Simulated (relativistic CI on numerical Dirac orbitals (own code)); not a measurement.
**Fe6+: 3s photoemission**

Computed with this model: Dirac-Coulomb-Breit CI, KLI orbitals optimised for each configuration, model QED, valence Slater integrals scaled by 0.7, multiplet model of photoemission in the sudden approximation; configurations [Ar] 3d2 → [Ne] 3s 3p6 3d2; 300 K; Lorentzian 1.5 eV and Gaussian 0.6 eV FWHM. Energies are those of the free ion, without screening or charge transfer. The energies are binding energies and can lie tens of eV above those of solids. Without intra-shell correlation the exchange splitting of an s hole comes out too large, often by half or more. S is read from ⟨S²⟩ = S(S + 1).

Computed curve for free ion, scaled to 100 at the maximum (points under 2 are left out and the grid is thinned):

| Energy (eV) | Intensity |
| --- | --- |
| 213.8 | 2.1 |
| 214.0 | 2.2 |
| 214.4 | 2.6 |
| 214.6 | 2.8 |
| 214.8 | 3.0 |
| 215.2 | 3.5 |
| 215.4 | 3.9 |
| 215.8 | 4.7 |
| 216.0 | 5.2 |
| 216.2 | 5.8 |
| 216.6 | 7.3 |
| 216.8 | 8.3 |
| 217.0 | 9.6 |
| 217.4 | 13.1 |
| 217.6 | 15.6 |
| 218.0 | 23.2 |
| 218.2 | 29.0 |
| 218.4 | 36.9 |
| 218.8 | 60.4 |
| 219.0 | 75.5 |
| 219.2 | 89.7 |
| 219.6 | 100.0 |
| 219.8 | 92.1 |
| 220.2 | 63.5 |
| 220.4 | 50.0 |
| 220.6 | 39.2 |
| 221.0 | 25.1 |
| 221.2 | 20.7 |
| 221.4 | 17.5 |
| 221.8 | 13.2 |
| 222.0 | 11.9 |
| 222.4 | 10.3 |
| 222.6 | 9.9 |
| 222.8 | 9.7 |
| 223.2 | 10.1 |
| 223.4 | 10.6 |
| 223.6 | 11.4 |
| 224.0 | 14.0 |
| 224.2 | 16.3 |
| 224.6 | 24.0 |
| 224.8 | 29.9 |
| 225.0 | 36.8 |
| 225.4 | 48.5 |
| 225.6 | 49.4 |
| 225.8 | 46.1 |
| 226.2 | 32.4 |
| 226.4 | 25.6 |
| 226.8 | 15.9 |
| 227.0 | 12.8 |
| 227.2 | 10.5 |
| 227.6 | 7.4 |
| 227.8 | 6.3 |
| 228.0 | 5.5 |
| 228.4 | 4.3 |
| 228.6 | 3.8 |
| 229.0 | 3.1 |
| 229.2 | 2.8 |
| 229.4 | 2.6 |
| 229.8 | 2.2 |
| 230.0 | 2.0 |

The ground state has S = 1.00, and the centroid lies at 221.48 eV.
